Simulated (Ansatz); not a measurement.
`[AlH2][O][SiH2][AlH2]` + H₂O → `O[SiH2][AlH2]` + `[OH][AlH2]` at 400 K and 1 bar (formal hydrolysis of the Si–O bond).

Isolated molecules relaxed with PBE0-D4/def2-TZVP in Ansatz; ΔE leaves out vibrations. CCSD(T)/CBS is the MP2 limit (def2-TZVPP, def2-QZVPP) plus CCSD(T) − MP2 in def2-TZVPP, frozen cores. This one scheme is used for every species. Each species was taken in one conformer, which may not be the lowest.

| species | CCSD(T)/CBS energy (Eh) | H − E (kJ/mol) | S (J/(mol·K)) |
| --- | --- | --- | --- |
| `[AlH2][O][SiH2][AlH2]` | -851.94680 | 165.6 | 439.6 |
| H₂O | -76.37941 | 69.8 | 198.6 |
| `O[SiH2][AlH2]` | -609.28590 | 144.9 | 354.1 |
| `[OH][AlH2]` | -319.03157 | 88.7 | 271.1 |

H − E and S are ideal-gas, rigid-rotor, harmonic terms from PBE0-D4/def2-TZVP, for one conformer and one mirror image of each species. 1 Eh = 2625.50 kJ/mol, R = 8.31446 J/(mol·K).

Q: By hand: ΔE, ΔH, ΔS and ΔG.

A: ΔE = (-609.28590) + (-319.03157) − (-851.94680) − (-76.37941) = 0.00874 Eh = 22.9 kJ/mol. Δ(H − E) = 144.9 + 88.7 − 165.6 − 69.8 = -1.8, so ΔH = 21.1 kJ/mol. ΔS = 354.1 + 271.1 − 439.6 − 198.6 = -13.0 J/(mol·K). ΔG = 21.1 − 400 × (-13.0)/1000 = 26.3 kJ/mol.

Q: By hand: the equilibrium constant, and the temperature at which ΔG would vanish if ΔH and ΔS stayed fixed.

A: log₁₀ K = −ΔG/(RT ln 10) = -3.4. ΔH and −TΔS have one sign here, so there is no such temperature.

The number of gas molecules stays the same, so ΔS is small and ΔH decides. A doubt of 5 kJ/mol in ΔE shifts log₁₀ K by 0.7 here. Other conformers and mirror images would add mixing entropy, several J/(mol·K) or more a flexible species. Modes under 60 cm⁻¹, often nearly free rotors, make the harmonic entropy too high. These are equilibria of isolated gas molecules and say nothing of rates. Largest T1 diagnostic: 0.013 (customary marks: 0.02 for closed shells, 0.045 for open ones).
